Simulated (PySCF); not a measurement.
C2H5B2N.
Numbering: `[BH2:1][NH:2][BH:3][C:4]#[CH:5]` (hydrogens: H6, H7 on B1; H8 on N2; H9 on B3; H10 on C5)

Structure used (PBE0-D3(BJ)/def2-SVP), in Å, numbered top down from 1:
```
atom  x, y, z in Å
B1     2.122    0.587    0.023
N2     0.864    0.043    0.388
B3    -0.354    0.187   -0.335
C4    -1.643   -0.453    0.179
C5    -2.671   -0.963    0.587
H6     3.079    0.387    0.734
H7     2.206    1.236   -0.990
H8     0.821   -0.500    1.246
H9    -0.348    0.823   -1.360
H10   -3.584   -1.410    0.939
```

Level of theory: EOM-IP-CCSD/aug-cc-pVDZ in PySCF, restricted Hartree–Fock reference, frozen core, non-relativistic, gas phase, PBE0-D3(BJ)/def2-SVP geometry.

Hartree–Fock orbital energies give these Koopmans values (eV): HOMO 10.89, HOMO-1 10.98, HOMO-2 12.88, HOMO-3 13.00, HOMO-4 14.06, HOMO-5 15.25, HOMO-6 17.47, HOMO-7 19.55.

Q: What vertical ionisation energies does EOM-IP-CCSD give?

A: 
| leading hole (HF orbital) | Koopmans (eV) | EOM-IP-CCSD (eV) | change (eV) | one-hole share |
| --- | --- | --- | --- | --- |
| HOMO | 10.89 | 10.84 | -0.05 | 0.96 |
| HOMO-1 | 10.98 | 10.89 | -0.09 | 0.96 |
| HOMO-2 | 12.88 | 12.17 | -0.71 | 0.95 |
| HOMO-3 | 13.00 | 12.21 | -0.79 | 0.94 |
| HOMO-4 | 14.06 | 12.92 | -1.14 | 0.95 |
| HOMO-5 | 15.25 | 14.07 | -1.18 | 0.94 |
| HOMO-6 | 17.47 | 15.77 | -1.70 | 0.93 |
| HOMO-7 | 19.55 | 17.73 | -1.82 | 0.92 |

Q: Does the order of the lines follow the orbital energies?

A: Yes, no two lines change places. The corrections run from -1.82 to -0.05 eV, with a mean of -0.94 eV over the 8 lines; no line lies above its Koopmans value. Koopmans values leave out both the relaxation of the orbitals and the change in correlation energy.

Q: At what kinetic energies would He I light (21.22 eV) eject these electrons?

A: 10.38 eV (HOMO), 10.33 eV (HOMO-1), 9.05 eV (HOMO-2), 9.01 eV (HOMO-3), 8.30 eV (HOMO-4), 7.15 eV (HOMO-5), 5.45 eV (HOMO-6), 3.49 eV (HOMO-7).

Lines less than 0.15 eV apart could change places at a higher level. One root was sought for each valence orbital with −ε under 21 eV, eight at most, so deeper holes and satellites are missing; no vibrational structure.

Hardware: one thread, x86-64 server (shared host). Cost: 2.9 min of wall time.

One conformer stands for the species.
